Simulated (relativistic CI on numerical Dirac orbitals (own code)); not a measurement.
**Ta XXXII: sensitivity of the levels to the model**

Base calculation: Dirac-Coulomb-Breit CI, KLI orbitals optimised for each configuration, model QED, unscaled Slater integrals.

CI space (outside the closed core [Ar] 3d10): 4s²4p⁶4d⁶, 4s²4p⁵4d⁷, 4s²4p⁶4d⁵4f, 4s²4p⁴4d⁸, 4s4p⁶4d⁷, 4p⁶4d⁸, 4s4p⁶4d⁶4f, 4s²4p⁶4d⁵5s, 4s4p⁵4d⁸, 4s²4p⁶4d⁵5d, 4s²4p⁴4d⁷5s, 4s²4p⁶4d⁴5s², 4s²4p⁶4d⁵6s, 4s4p⁶4d⁶5s, 4p⁶4d⁷5s, 4s4p⁶4d⁵5s². Levels of other configurations are missing.

Variants: (1) Breit term removed; (2) one mean potential for all configurations. Shifts of the energy above 4s²4p⁶4d⁶ ⁵D4, in cm⁻¹, for the lowest level and the first level of each name with at least 55 % of one term (blank where a level changes its place among those of its configuration and J or its character, or is not in the variant):

| Level | Base | Δ(1) | Δ(2) |
| --- | --- | --- | --- |
| 4s²4p⁶4d⁶ ⁵D4 | 0 | 0 | 0 |
| 4s²4p⁶4d⁶ ⁵D3 | 104417 | +2457 | +6 |
| 4s²4p⁶4d⁶ ⁵D1 | 117006 | +2133 | +5 |
| 4s²4p⁶4d⁶ ³G5 | 143679 | +3132 | +6 |
| 4s²4p⁶4d⁶ ³H6 | 146684 | +3655 | +6 |
| 4s²4p⁶4d⁶ ⁵D0 | 241169 | +4452 | +9 |
| 4s²4p⁶4d⁶ ³H5 | 270538 | +5946 | +11 |
| 4s²4p⁶4d⁶ ¹I6 | 286010 | +6483 | +12 |
| 4s²4p⁶4d⁶ ³F4 | 351809 | +5555 | +10 |
| 4s²4p⁶4d⁶ ¹D2 | 408832 | +4799 | +8 |
| 4s²4p⁶4d⁶ ¹S0 | 449500 | +5276 | +9 |
| 4s²4p⁵4d⁷ ⁵G°6 | 1349382 | +7030 | -319 |
| 4s²4p⁵4d⁷ ³P°0 | 1378024 | +5716 | -328 |
| 4s²4p⁵4d⁷ ⁵G°5 | 1474450 | +9256 | -332 |

At this charge energies of transitions that change n are usually good to better than 1 %, and those within a shell (Δn = 0) to a few per cent. Terms inside the open d or f shell come out 10 to 20 % too wide with unscaled integrals.

Ionisation energy from the two ground configurations alone: base 1262.14 eV; Breit term removed 1262.57 eV. The NIST ASD value (theoretical) is 1262 eV.

LS names give the leading component of a level, which can be under half, so a name can repeat, a term be missing and a line seem to break the LS rules.
